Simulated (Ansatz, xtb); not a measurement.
**A ladder of methods for GeHBr (SMILES [GeH][Br])**

GeHBr has 3 atoms, charge 0, and is taken as a singlet. As SMILES, `[GeH][Br]`. The coordinates come from a PBE0-D4/def2-TZVP relaxation.

```xyz
3

Ge    0.3594   -0.8599    0.0940
Br    0.6736    1.4172    0.5259
H    -1.0440   -0.6222   -0.6332
```

Quantity: the dipole moment, in D. The values are calculated.

```json
{"level": "GFN2-xTB", "kind": "semi-empirical", "program": "xtb", "value (D)": "5.71"}
{"level": "GFN0-xTB", "kind": "semi-empirical", "program": "xtb", "value (D)": "1.09"}
{"level": "GFN1-xTB", "kind": "semi-empirical", "program": "xtb", "value (D)": "2.12"}
{"level": "HF/STO-3G", "kind": "Hartree–Fock", "program": "Ansatz", "value (D)": "2.17"}
{"level": "HF/3-21G", "kind": "Hartree–Fock", "program": "Ansatz", "value (D)": "2.63"}
{"level": "HF/6-31G* (spherical functions)", "kind": "Hartree–Fock", "program": "Ansatz", "value (D)": "2.32"}
{"level": "HF/def2-SVP", "kind": "Hartree–Fock", "program": "Ansatz", "value (D)": "2.08"}
{"level": "PBE/cc-pVDZ", "kind": "GGA", "program": "Ansatz", "value (D)": "1.44"}
{"level": "PBE/pcseg-2", "kind": "GGA", "program": "Ansatz", "value (D)": "1.54"}
{"level": "B3LYP/6-31G* (spherical functions)", "kind": "global hybrid", "program": "Ansatz", "value (D)": "1.78"}
```

All-electron rows without a relativistic Hamiltonian named are non-relativistic. The values span 1.09 to 5.71 D. Sets without polarisation functions give poor dipoles.
